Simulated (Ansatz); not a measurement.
`[Cl][Zr]([Cl])([SeH])[SeH]`, 7 atoms. Total charge 0; spin multiplicity 1. Correlated methods include outer-core shells of Se, Zr, which these sets cover unevenly. Scalar relativity is left out up to krypton. Zr takes the def2 core potential. All runs use 4 threads of an Arm Neoverse V2 on a shared host. Correlated methods freeze the cores.

**Question.** Give the basis size and wall time and peak host memory of each of these runs in Ansatz. RHF-MP2/def2-TZVPP energy; RKS revPBE-D4/def2-TZVPP energy; RKS ωB97M-V/def2-SVP energy; RKS r2SCAN-D4/def2-TZVPP energy and forces; RKS BHLYP-D4/def2-TZVPP energy; RHF-MP2/def2-QZVPP energy; RKS ωB97M-V/def2-QZVPP energy; direct RPA on PBE orbitals/def2-TZVPP energy; RKS PBE0-D4/def2-QZVPP energy; RKS r2SCANh-D4/def2-TZVPP energy; RKS PBE0-D4/def2-TZVP relaxation (8 steps); RKS PBE0-D4/def2-TZVP frequencies. (Best estimate.)

**Answer.** The calculation gave: Other jobs shared the machine, so times are rough.

| level | job | functions | wall time | peak host memory (GiB) |
| --- | --- | --- | --- | --- |
| RKS revPBE-D4/def2-TZVPP | energy | 264 | 3.5 s | 0.48 |
| RHF-MP2/def2-TZVPP | energy | 264 | 7.5 s | 0.85 |
| RKS BHLYP-D4/def2-TZVPP | energy | 264 | 8.5 s | 1.4 |
| direct RPA on PBE orbitals/def2-TZVPP | energy | 264 | 9.5 s | 0.75 |
| RKS r2SCAN-D4/def2-TZVPP | energy and forces | 264 | 9.5 s | 0.52 |
| RKS r2SCANh-D4/def2-TZVPP | energy | 264 | 13 s | 1.3 |
| RKS ωB97M-V/def2-SVP | energy | 141 | 14 s | 0.63 |
| RKS PBE0-D4/def2-QZVPP | energy | 459 | 20 s | 2.9 |
| RHF-MP2/def2-QZVPP | energy | 459 | 33 s | 2.9 |
| RKS ωB97M-V/def2-QZVPP | energy | 459 | 42 s | 3.3 |
| RKS PBE0-D4/def2-TZVP | relaxation (8 steps) | 222 | 66 s | 0.96 |
| RKS PBE0-D4/def2-TZVP | frequencies | 222 | 4 min | 0.96 |
